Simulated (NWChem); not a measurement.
**Correlation energy of Ga (-1)**

```
Ga
```
Charge -1, spin multiplicity 3.

Program: NWChem.

Basis set: def2-SVPD. Each correlation energy counts from its own Hartree-Fock reference.

```tsv
method	correlation energy (mHa)
UMP2	-184.6
SCS-UMP2	-168.5
CCSD[T] on ROHF	-197.3
CCSD on UHF	-185.8
CCSD[T] on UHF	-193.6
CCSD(T) on ROHF	-196.1
CCSD on ROHF	-189.2
CCSDT on ROHF	-196.1
CCSD(T) on UHF	-192.4
```

The values span 28.8 mHa, from CCSD[T] on ROHF (lowest) to SCS-UMP2 (highest). 

The Hamiltonian is non-relativistic. The correlated methods keep 9 core orbitals frozen. No SCF solution was tested for a lower state. Open-shell Hartree-Fock references start from PBE0 orbitals. No row is a measurement; the coupled-cluster row has its own basis-set and correlation limits.
